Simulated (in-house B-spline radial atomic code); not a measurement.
Ta2+: [Xe] 4f14 5d3

Level of theory: Dirac-Kohn-Sham B97-1, spherical fractional occupations, Fermi nucleus of rms radius 5.3507 fm; calculated with an all-electron radial atomic-structure program (B-spline basis).

Z_r = [3n² - l(l+1)]/(2<r>); Z_e = n√(-2ε); the last column is Slater's effective charge. Values are occupation-weighted means over j. An effective charge above Z reflects the relativistic contraction of the inner shells.

| shell | electrons | ε (eV) | <r> (bohr) | Z_r | Z_e | Slater |
| --- | --- | --- | --- | --- | --- | --- |
| 1s | 2 | -67389 | 0.01867 | 80.36 | 70.38 | 72.70 |
| 2s | 2 | -11615 | 0.07834 | 76.59 | 58.44 | 68.85 |
| 2p | 6 | -10250 | 0.07012 | 71.31 | 54.89 | 68.85 |
| 3s | 2 | -2685.7 | 0.2043 | 66.09 | 42.15 | 61.75 |
| 3p | 6 | -2272.6 | 0.204 | 61.29 | 38.77 | 61.75 |
| 3d | 10 | -1757.5 | 0.1857 | 56.56 | 34.10 | 51.85 |
| 4s | 2 | -566.42 | 0.4588 | 52.31 | 25.81 | 45.25 |
| 4p | 6 | -429.04 | 0.4866 | 47.27 | 22.46 | 45.25 |
| 4d | 10 | -244.55 | 0.5236 | 40.11 | 16.96 | 33.85 |
| 5s | 2 | -91.907 | 1.104 | 33.96 | 13.00 | 15.35 |
| 5p | 6 | -57.76 | 1.289 | 28.32 | 10.30 | 15.35 |
| 4f | 14 | -43.923 | 0.6368 | 28.27 | 7.19 | 22.45 |
| 5d | 3 | -17.861 | 2.01 | 17.16 | 5.73 | 4.30 |

The least bound orbital is 5d5/2 at -17.6 eV, and it is also the most diffuse (<r> = 2.035 bohr).

Spin-orbit splittings of the orbital energies (j = l + 1/2 above j = l - 1/2 when positive): 2p 1270 eV, 3p 274.4 eV, 3d 59.66 eV, 4p 63.44 eV, 4d 11.71 eV, 5p 8.94 eV, 4f 2.03 eV, 5d 0.661 eV.

For the 1s electron the small component carries 7.56 % of the norm, the zero-frequency Breit interaction raises the level by 232.6 eV, self-energy by 144.8 eV, and vacuum polarisation lowers it by 26.98 eV.

Caution: exact exchange at fractional occupations of open shells leaves self-interaction of up to several eV.
